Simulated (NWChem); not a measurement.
## Total energies of HGa

```
Ga
H 1 1.6914
```
Charge 0, spin multiplicity 1.

The numbers come from NWChem runs, not from measurements. Structure: optimised with B3LYP/def2-SVP, a minimum by its harmonic frequencies.

Basis set: def2-QZVP (105 functions).

| method | total energy (Ha) | relative cost |
|---|---|---|
| RHF | -1923.83952 | 1 |
| MP2 | -1924.09841 | 4 |
| B2PLYP | -1925.10821 | 5 |
| PBE | -1925.16724 | under 3 |
| B3LYP | -1925.51821 | under 3 |
| BP86 | -1925.72825 | under 3 |
| CCSD(T) | -1924.10910 | 50 |

Total energies of different functionals aren't comparable as a measure of quality: only differences taken within one method are. Costs are rough ratios of processor time within this set of runs, SCF included, with RHF as 1.

The Hamiltonian is non-relativistic. The correlated methods keep 9 core orbitals frozen. B3LYP has NWChem's definition, with VWN1-RPA local correlation. The structure started from a generated list of species. Coupled-cluster values serve here as a point of comparison, not as the truth.
